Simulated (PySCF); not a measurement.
Labels have come off several samples. The candidates:

A. `C1C2CC3CC(C2)CC1C3`
B. `C=C(C)[C@H]1[C@@H]2CCCC[C@@H]21`
C. `[SiH3]OC(C(OCC)=O)=O`

Spectrum 1. ¹H NMR (300 MHz, computed): δ 4.79 (br s, 1H), 4.29 (br s, 1H), 2.05 (s, 3H), 1.99 (m, 2H), 1.75 (m, 2H), 1.26 (m, 2H), 1.12 (m, 2H), 1.10 (m, 2H), 0.49 (m, 1H). ¹³C{¹H} NMR (computed): δ 159.0 (C), 105.2 (CH2), 31.5 (CH), 30.4 (CH), 29.9 (CH3), 28.3 (CH2), 25.2 (CH2).

Spectrum 2. ¹H NMR (300 MHz, computed): δ 1.83 (m, 12H), 1.79 (m, 4H). ¹³C{¹H} NMR (computed): δ 40.8 (CH2), 31.2 (CH).

Spectrum 3. ¹H NMR (300 MHz, computed): δ 4.95 (s, 3H), 4.58 (q, 2H), 1.37 (t, 3H). ¹³C{¹H} NMR (computed): δ 164.0 (C), 163.1 (C), 65.3 (CH2), 16.0 (CH3).

In vacuum, single conformer, no relativistic terms, one averaged value for each set of equivalent atoms. GFN2-xTB geometry; PBE0/pcSseg-1 with gauge-including orbitals; PySCF 2.14.

Chemical shifts δ = σref − σ; ¹H and ¹³C against TMS, all at this level. Where no couplings were computed, multiplicities follow the n + 1 count of equivalent neighbours, and m marks all less simple cases (inequivalent or close neighbours, rings, F or P nearby). Shifts are as computed. Against solution values, carbons near 30 ppm lie about +3 ppm off and those near 130 ppm about +5 ppm. Of 1211 compounds with measured shifts, 218 miss one by over three times the rms of a fit or turn the order of signals round; such compounds aren't used in these exercises.

Problem. Match each spectrum to its structure.

Solution. 1–B, 2–A, 3–C.

- Spectrum 1 (B): 7 ¹³C signals; δC 159.0 is a fully substituted alkene carbon; δC 105.2 is a terminal =CH2 carbon.
- Spectrum 2 (A): 2 ¹³C signals; δC 40.8 is an sp3 CH2 in a ring; δC 31.2 is an sp3 CH in a ring.
- Spectrum 3 (C): 4 ¹³C signals; δC 164.0 is an ester carbonyl carbon; δC 65.3 is an sp3 CH2 bonded to O.
